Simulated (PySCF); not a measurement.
PySCF input file for SiBr₂, SMILES Br[Si]Br (connectivity only; charge and spin as stated), neutral, multiplicity 1, B3LYP-D3(BJ)/def2-TZVP. The structure is a stationary point at B3LYP-D3(BJ)/def2-TZVP. The isomer is the one that the SMILES or the coordinates give; other isomers of the formula were not compared.

```python
import numpy as np
from pyscf import gto, scf, dft, df
from pyscf.hessian import thermo

mol = gto.M(
    atom='''
    Si    0.00000000    0.00000000    1.18536508
    Br    0.00000000    1.76831788   -0.23707302
    Br    0.00000000   -1.76831788   -0.23707302
    ''',
    basis='def2-TZVP',
    charge=0,
    spin=0,
    max_memory=1600,
    verbose=3,
)
mf = dft.RKS(mol, xc='b3lyp').density_fit(auxbasis='def2-universal-jkfit')
mf.disp = 'd3bj'
mf.grids.level = 3
mf.conv_tol = 1e-11
mf.max_cycle = 100
mf.kernel()

# [left out here: the lines that compute and print the analytic Hessian (its translational invariance restored by hand, since the grid's response is missing), thermochemistry and intensities]
```

It prints:

```
converged SCF energy = -5437.95828071904

WARN: DFTD3 does not support analytical Hessian, using finite difference


WARN: Mole.unit (angstrom) is changed to Bohr

Mode                                 0                   1                   2
Irrep
Freq [cm^-1]                      120.1874            387.7982            390.6645
Reduced mass [au]                  67.3489             32.8702             33.5327
Force const [Dyne/A]                0.5732              2.9125              3.0153
Char temp [K]                     172.9229            557.9553            562.0792
Normal mode                   x     y     z       x     y     z       x     y     z
       0  Si                 0.00  0.00 -0.06    0.00 -0.17 -0.00   -0.00  0.00 -0.16
       1  Br                -0.00  0.07  0.01   -0.00  0.03 -0.02    0.00 -0.03  0.03
       2  Br                -0.00 -0.07  0.01   -0.00  0.03  0.02    0.00  0.03  0.03
temperature 298.1500 [K]
pressure 101325.00 [Pa]
Rotational constants [GHz] 10.45654 1.01134 0.92215
Symmetry number 2
Zero-point energy (ZPE) 0.00205 [Eh]   5375.121 [J/mol]
                           tot       elec      trans        rot        vib
Entropy [J/mol/K]       306.330      0.000    174.046    110.931     21.353
Cv [J/mol/K]             45.524      0.000     12.472     12.472     20.580
Cp [J/mol/K]             53.838      0.000     20.786     12.472     20.580
Internal energy [J/mol]                      3718.434   3718.434   8884.534
Internal energy [Eh]   -5437.95206  -5437.95828
Enthalpy [J/mol]                             6197.391   3718.434   8884.534
Enthalpy [Eh]          -5437.95112
Gibbs free energy [J/mol]                  -45694.425 -29355.674   2518.053
Gibbs free energy [Eh] -5437.98591
mode   freq/cm-1   IR/(km/mol)
   1      120.19         0.152
   2      387.80       155.483
   3      390.66        47.459
max |gradient| / (hartree/bohr): 2.5391484867401588e-05
APT charges: [ 1.0225 -0.5113 -0.5113]
```

The calculation finished and met its thresholds.
